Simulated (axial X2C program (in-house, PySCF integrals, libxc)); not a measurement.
# Levels of PBr⁺ by electron attachment to PBr²⁺ (EOM-EA-CCSD)

Calculated with an in-house all-electron X2C program for linear molecules (integrals from PySCF): two-component X2C with atomic mean-field Coulomb and Gaunt terms, Gaussian nuclei, basis Br dyall-acv3z, P dyall-av3z with contracted cores.

R = 2.063 Å (near the PBE0 minimum at charge 1 of the determinant lowest at the starting distance; the state shown can have its own minimum elsewhere).

Hartree–Fock spinors of PBr²⁺ (one of each Kramers pair; a window near the gap, which can cut inner shells):

```tsv
ω	occupied	ε (eV)	character
1/2	yes	-28.13	41% Br p, 40% P p, 12% P s
1/2	yes	-26.94	70% Br p, 17% P p, 6% P d
3/2	yes	-26.55	68% Br p, 20% P p, 6% P d
1/2	no	-15.27	69% P p, 14% Br p, 10% Br d
3/2	no	-15.24	65% P p, 17% Br p, 9% Br d
1/2	no	-10.54	34% P p, 21% Br p, 21% P d
1/2	no	-7.81	46% P s, 21% Br s, 13% Br d
5/2	no	-6.20	71% P d, 26% Br d
3/2	no	-6.16	71% P d, 27% Br d
```

Levels of PBr⁺ obtained by attaching an electron to PBr²⁺:

```csv
Ω,binding energy (eV),above lowest (cm⁻¹),attached spinor,one-particle weight
1/2,16.053,0,"70% P pπ, 13% Br pπ, 9% Br dπ",0.94
3/2,15.938,929,"66% P pπ, 17% Br pπ, 9% Br dπ",0.94
1/2,11.671,35343,"34% P pσ, 22% Br pσ, 20% P dσ",0.95
```

Question: Take the first Ω = 1/2 and Ω = 3/2 rows of π character: how far apart are they, and which lies lower?

Answer: E(3/2) − E(1/2) = 929 − 0 = 929 cm⁻¹ at EOM-EA-CCSD: regular, Ω = 1/2 lower. Splittings at this level can be off by ten to twenty per cent.

This point took 15 s on 1 thread of Intel(R) Xeon(R) Processor @ 2.30GHz (shared host).

Reference electrons by ω block (each with its −ω partner): 1/2: 17, 3/2: 6, 5/2: 1. 10 electrons of PBr²⁺ correlated (inner shells frozen), 92 natural virtual spinors (a truncated set); levels can be off by some tenths of an eV. Roots sought by Ω: (1/2: 5, 3/2: 4, 5/2: 2, 7/2: 1); rows need 60 % one-particle weight and stop where some Ω has no more roots. Missing are any skipped roots, higher Ω and states of a further excitation; these come out far too high here and may in truth be low or lowest. T1 of the reference 0.038 (Lee–Taylor). The reference was not checked to be the lowest state of its species. Number of frozen shells: Br 3 s, 2 p, 1 d; P 2 s, 1 p. Large amplitudes in the reference (orbital relaxation or multireference character) lower the reliability.
